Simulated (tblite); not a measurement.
Compound: C6H9P.
Structure used (GFN2-xTB), in Å, numbered top down from 1:
```xyz
16
C6H9P angstrom
C      2.466   -0.313    0.218
P      0.878    0.120    1.079
C     -0.142   -1.260    0.487
C     -1.374   -1.077    0.034
C     -2.011    0.277   -0.092
C     -1.019    1.319   -0.520
C      0.242    1.331   -0.114
H      2.294   -0.530   -0.835
H      2.906   -1.181    0.705
H      3.156    0.523    0.313
H      0.292   -2.247    0.572
H     -1.974   -1.917   -0.290
H     -2.839    0.235   -0.803
H     -2.430    0.563    0.880
H     -1.385    2.067   -1.212
H      0.934    2.098   -0.434
```

All values are computed: GFN2-xTB (tblite) harmonic vibrations without scaling, gas phase. This tight-binding method is rough: wavenumbers can miss measured ones by several per cent, in bad cases by 10 to 20. One conformer, not necessarily the lowest.

**Question.** How many normal modes are there?

**Answer.** 16 atoms, non-linear: 3N − 6 = 42.

**Question.** What is the point group of the computed structure, and how do the modes divide by symmetry?

**Answer.** Cs. The vibrations span 24 a′ + 18 a″.

**Question.** How many distinct wavenumbers does the calculation give?

**Answer.** 42: Cs has no degenerate species.

**Question.** How many fundamentals are allowed in the infrared by symmetry?

**Answer.** 42 of 42: in Cs every mode is allowed. All fundamentals are allowed in the Raman spectrum.

**Question.** How far is the lowest real mode excited at 298.15 K, as a harmonic oscillator?

**Answer.** θ = hcν̃/k = 102 K for 71.2 cm⁻¹, so N1/N0 = 0.71 and ⟨v⟩ = 1/(exp(θ/T) − 1) = 2.4.
